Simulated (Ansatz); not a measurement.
Computed with Ansatz on PBE0-D4/def2-TZVP structures; ΔE is electronic, products minus reactants. CCSD(T)/CBS is the MP2 limit (def2-TZVPP, def2-QZVPP) plus CCSD(T) − MP2 in def2-TZVPP, frozen cores. Functionals use def2-TZVPP. Each species was taken in one conformer, which may not be the lowest.

`C=[CH][Al]([CH3])[SiH3]` → `CC1[CH2][AlH][SiH2]1`  (isomerisation)

| level | ΔE (kcal/mol) |
| --- | --- |
| PBE-D4 | 4.2 |
| CCSD/CBS(def2) | 7.7 |

(1) What does CCSD(T)/CBS give? (Estimate.)

Largest T1 diagnostic among the species: 0.012.

Answers

(1) Ansatz gave: +7.1 kcal/mol. The listed levels differ from it by -2.9, 0.6 kcal/mol.

From PBE to PBE0 (25 % exact exchange), in def2-TZVPP and without D4, ΔE moves by −1.5 kcal/mol. In def2-TZVPP, CCSD(T) changes the Hartree–Fock value by −7.6 kcal/mol (the triples alone add −0.5 kcal/mol) and MP2 by −10.7 kcal/mol. The D4 term adds −2.0 kcal/mol with B3LYP and −0.9 kcal/mol with PBE0; it sums over pairs of atoms, weighted by their polarisabilities, and B3LYP, whose exchange is more repulsive, gets the larger term.

B3LYP here is the variant with VWN-RPA as its local correlation; programs differ in this.
